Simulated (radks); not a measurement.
Problem. Ca III, 18 electrons, occupied as [Ar]. All-electron calculation, Dirac Kohn-Sham, PBE, spin-unpolarised, spherical densities, finite nucleus; Fermi nuclear charge, rms radius 3.4776 fm. Program: a radial shooting solver on a logarithmic mesh with Libxc functionals. Some entries of the table are withheld. Estimate them.

orbital  occ.  eigenvalue (eV)  <r^2> (bohr^2)
1s1/2       2        -3964.389        0.007943
2s1/2       2        -429.7504             (1)
2p1/2       2              (2)             (3)
2p3/2       4              (4)             (5)
3s1/2       2         -62.2299           1.528
3p1/2       2         -43.3156           1.845
3p3/2       4         -42.9261           1.867

Solution. 
(1) 2s1/2 <r^2> (bohr^2): 0.1571
(2) 2p1/2 eigenvalue (eV): -352.5864
(3) 2p1/2 <r^2> (bohr^2): 0.1317
(4) 2p3/2 eigenvalue (eV): -348.8988
(5) 2p3/2 <r^2> (bohr^2): 0.1336
